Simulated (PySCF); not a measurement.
Sound and unsound settings

Molecule: `Cc1ncc([SiH3])cp1`, C₅H₈NPSi; geometry GFN2-xTB.

Bonds (- single, = double, # triple, : aromatic): C1-C2, C2:N3, N3:C4, C4:C5, C5-Si6, C5:C7, C7:P8, P8:C2. C1 carries H9, H10, H11; C4 carries H12; Si6 carries H13, H14, H15; C7 carries H16.

All runs: PySCF 2.14.0 with density-fitted response routines, non-relativistic, gas phase unless a solvent (IEF-PCM) is named; grid level 2, GIAOs and SCF threshold 1e-9 unless changed. The yardstick, PBE0/pcSseg-1, gives these isotropic shieldings σ (ppm, equivalent atoms averaged): C2 -18.9, C4 30.6, C5 59.3, C1 153.1, H16 21.86, H13/H14/H15 27.19, H9/H10/H11 28.62.

Question: What do these inputs give? (1) HSE06/pcSseg-1; (2) WP04/MINI; grid level 1; aux def2-universal-jkfit; (3) PBE0/cc-pVDZ-PP; max_cycle 5

Answer: 
```
run    outcome  functions  wall time     C2    C4     C5     C1    H16  H13/H14/H15  H9/H10/H11
  1  converged        190      3 min  -20.0  29.7   58.3  152.3  21.87        27.20       28.62
  2  converged         56       12 s   62.1  96.1  120.5  177.4  20.75        27.74       27.14
  3    refused          –     0.03 s      –     –      –      –      –            –           –
```

Times are on 1 thread of an Intel Xeon, shared host.

Question: Comment on the technical settings and failures.

Answer: 
- Run 2: The functional and orbital basis differ from the yardstick's, which in itself moves the values. Grid level 1 is coarse; it adds numerical noise and can break the equality of equivalent atoms. With 56 functions the basis is far too small for magnetic properties. The other auxiliary basis adds little: it changes only the density-fitting error.
- Run 3: The basis set has no functions for an element of the molecule, so the input is rejected.

Runs 2, 3 were set up unsoundly or failed; their numbers aren't to be quoted as properties of the molecule.
